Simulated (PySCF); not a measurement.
Gas-phase reaction: 2 InCl₃ + C → 2 InCl₂ + CCl₂

Computed with PySCF (xtb for GFN2) and rigid-rotor harmonic-oscillator thermochemistry at 1 bar. † marks an energy on the PBE0/def2-TZVP geometry and frequencies; other levels use their own. CCSD(T) freezes the core. Open shells (unrestricted): C (multiplicity 3, electronic degeneracy 9), InCl₂ (multiplicity 2); the rest are closed-shell singlets. GFN2 has no spin-polarisation term. Spin-orbit splitting is ignored; it lowers the true energy and changes the entropy of C. In: scalar-relativistic def2 core potential, no spin-orbit coupling. InCl₂: computed as isolated molecules; such fragments, hydroxides, amides, oligomers or adducts are transient or little studied in the gas. CCSD(T) isn't extrapolated to the basis-set limit; its ΔH°(298 K) is 35.7 kJ in def2-SVP and 13.3 kJ in def2-TZVPP. The harmonic model lacks anharmonicity and excited electronic states, which grow with temperature; levels with a mode under 35 cm⁻¹ are left out. Soft modes under 120 cm⁻¹ make the harmonic entropy rough for InCl₃, InCl₂. Warning, large T1 diagnostic: CCl₂ (CCSD(T)/def2-TZVPP†).

```
level                ΔE electronic, kJ  ΔH°(298 K), kJ  ΔS°(298 K), J/K  ΔG°(1600 K), kJ
-------------------  -----------------  --------------  ---------------  ---------------
CCSD(T)/def2-TZVPP†                 14              13               53              -49
GFN2-xTB                          -359            -360               50             -417
PBE/def2-SVP                      -115            -116               54             -181
PBE0/def2-TZVP                     -51             -52               53             -114
LDA/def2-TZVP†                    -147            -148               53             -210
```
ΔH° is lowest at GFN2-xTB and highest at CCSD(T)/def2-TZVPP†. No reference value is set beside these.
